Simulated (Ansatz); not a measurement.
Cartesian coordinates (Å):
```xyz
15

B     -0.0117     0.0381     0.0327
F      0.2696     1.3837    -0.0849
F      0.6204    -0.5689     1.1033
F     -1.3585    -0.2584    -0.0792
C      1.8909    -1.6760    -3.6036
C      0.5528    -1.2550    -3.6333
C     -0.0230    -0.7553    -2.4625
N      0.6860    -0.6647    -1.3199
C      1.9678    -1.0779    -1.2691
C      2.6086    -1.5879    -2.4011
H      2.3703    -2.0735    -4.5108
H     -0.0465    -1.3166    -4.5523
H     -1.0668    -0.4171    -2.3905
H      2.4477    -0.9857    -0.2841
H      3.6553    -1.9159    -2.3337
```
Charge 0, multiplicity 1.

These are Ansatz (a quantum-chemistry and plane-wave program) with frozen-core CCSD(T)/cc-pVTZ // PBE-D3(BJ)/def2-SVP values and carry that method's errors. The restricted HF reference is unstable towards unrestricted orbitals.

```json
{
 "HF energy": "-570.12372 Ha",
 "MP2 correlation energy": "-1.84059 Ha"
}
```

Estimate the CCSD correlation energy, the (T) correction, the total energy and the T1 diagnostic.


- CCSD correlation energy = -1.85668 Ha
- (T) correction = -0.08088 Ha
- CCSD(T) total energy = -572.06127 Ha
- T1 diagnostic = 0.013
